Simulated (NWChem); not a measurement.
# SiOH, doublet; SMILES O=[SiH]

```xyz
3

O     -0.0155    -1.0382     0.0000
Si     0.0942     0.4981     0.0000
H     -1.1954     1.3325     0.0000
```
Atoms are numbered in this order, from 1.

Program: NWChem. Pople sets run with spherical d functions. Spin-unrestricted. Medium grid unless said otherwise, to which SCAN and Minnesota functionals are sensitive. In the optimisation the excess spin sits in a' (Cs, its own frame). Structure relaxed at the PBE0/def2-SVP, spin-unrestricted level. No stability test was run on the SCF state. B3LYP is NWChem's, with the RPA form of VWN correlation. Total energies of different functionals are on different scales.

```
level          energy (Ha)  highest occupied level (eV)  lowest empty minus highest occupied level, either spin (eV)  dipole (D)   <S²>
-------------  -----------  ---------------------------  -----------------------------------------------------------  ----------  -----
B3LYP/6-31G*     -365.2591                        -6.81                                                         2.97        2.95  0.756
PBE/6-31G*       -365.0156                        -5.74                                                         1.33        2.68  0.753
M06-L/6-31G*     -365.2255                        -5.95                                                         1.56        2.91  0.754
revPBE/6-31G*    -365.1617                        -5.73                                                         1.38        2.67  0.753
M05-2X/6-31G*    -365.2157                        -8.22                                                         5.45        3.28  0.758
BLYP/6-31G*      -365.2372                        -5.59                                                         1.23        2.66  0.753
MN15/6-31G*      -365.0251                        -7.32                                                         4.14        3.08  0.753
TPSS/6-31G*      -365.2738                        -5.99                                                         1.70        2.73  0.756
MN15-L/6-31G*    -365.0994                        -6.09                                                         1.81        3.02  0.755
TPSSh/6-31G*     -365.2555                        -6.52                                                         2.57        2.87  0.757
```
